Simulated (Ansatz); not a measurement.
```xyz
9

F     1.096   -1.044   -1.128
C    -0.219   -0.763   -0.883
C    -0.384    0.217    0.227
F    -1.675    0.490    0.466
C     0.533    0.821    0.966
F     1.824    0.657    0.850
F     0.235    1.671    1.920
H    -0.672   -0.357   -1.795
H    -0.739   -1.693   -0.624
```

The species carries charge 0 and has multiplicity 1.

**Question.** List the ωB97M-V/def2-TZVPP orbital energies in eV (Ansatz). (An estimate is asked.)

**Answer.** Ansatz gave: Occupied: -679.10, -679.09, -678.60, -677.91, -286.43, -284.43, -284.36, -39.29, -37.81, -37.58, -36.96, -25.75, -23.37, -20.86, -19.51, -19.03, -18.23, -17.48, -17.23, -17.02, -16.10, -15.83, -15.69, -15.11, -14.99, -13.09, -13.01, -9.70. Lowest empty: 2.71, 2.78, 3.05, 4.07, 4.68, 5.41, 6.29, 6.98.
